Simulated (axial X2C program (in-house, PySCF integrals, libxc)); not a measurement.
# CaF⁺ along the bond: HF, with spin–orbit coupling

Calculated with an in-house relativistic program for diatomic molecules. Two-component (2c) means X2C with spin–orbit coupling and atomic mean-field two-electron Coulomb and Gaunt terms. Basis: Ca dyall-cv3z [11s12p6d4f], F dyall-av3z [7s6p3d2f] (cores contracted in-house); Gaussian nuclei, density fitting, unrestricted open shells. Masses: Ca 39.963 u, F 18.998 u.

State: Ω = 0 (closed shell). Dipoles are positive if F is the positive end and refer to the centre of mass.

```tsv
R (Å)	μ (D)	HOMO (eV)	LUMO (eV)
1.622	-6.938	-21.03	-4.93
1.696	-7.627	-20.80	-5.07
1.752	-8.114	-20.57	-5.17
1.808	-8.580	-20.18	-5.27
1.864	-9.028	-19.79	-5.36
1.929	-9.533	-19.38	-5.46
1.994	-10.022	-18.99	-5.56
2.078	-10.632	-18.54	-5.69
2.181	-11.356	-18.05	-5.83
2.330	-12.379	-17.40	-6.03
```

(1) The minimum lies at 1.896 Å. What is the dipole moment there?

Occupations by symmetry block were frozen at the best pattern of an incomplete PBE0 search. Closed shells are restricted here (equal orbitals for both partners); the stretched side of such a curve lies too high.

Answers

(1) At HF, 2c, with the sign and origin stated: μ = -9.28 D.
